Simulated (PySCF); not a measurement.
Tri-n-butylborane, C₁₂H₂₇B.
Numbering: `[CH3:1][CH2:2][CH2:3][CH2:4][B:5]([CH2:6][CH2:7][CH2:8][CH3:9])[CH2:10][CH2:11][CH2:12][CH3:13]` (hydrogens: H14, H15, H16 on C1; H17, H18 on C2; H19, H20 on C3; H21, H22 on C4; H23, H24 on C6; H25, H26 on C7; H27, H28 on C8; H29, H30, H31 on C9; H32, H33 on C10; H34, H35 on C11; H36, H37 on C12; H38, H39, H40 on C13)

The closed-shell ground state was solved at several levels (PySCF, density fitting, gas phase, non-relativistic). One conformer (not necessarily the lowest) at the PBE0-D3(BJ)/def2-SVP geometry, without solvent, vibrations or thermal averaging.

```json
{"level": "wB97X-D/pcSseg-1", "basis functions": "356", "HOMO (eV)": "-9.68", "LUMO (eV)": "1.72", "gap (eV)": "11.40", "dipole (D)": "0.11"}
{"level": "PBE0/pcSseg-1", "basis functions": "356", "HOMO (eV)": "-7.80", "LUMO (eV)": "-0.17", "gap (eV)": "7.63", "dipole (D)": "0.11"}
```

Q: What might PBE0/def2-SVPD (476 basis functions) give for the same quantities?

A: HOMO -7.78 eV, LUMO -0.16 eV, gap 7.62 eV, dipole 0.14 D.

Q: How far do the dipole and the HOMO energy spread over the levels?

A: The dipole runs from 0.11 to 0.14 D (mean 0.12 D) and the HOMO from -9.68 to -7.78 eV.
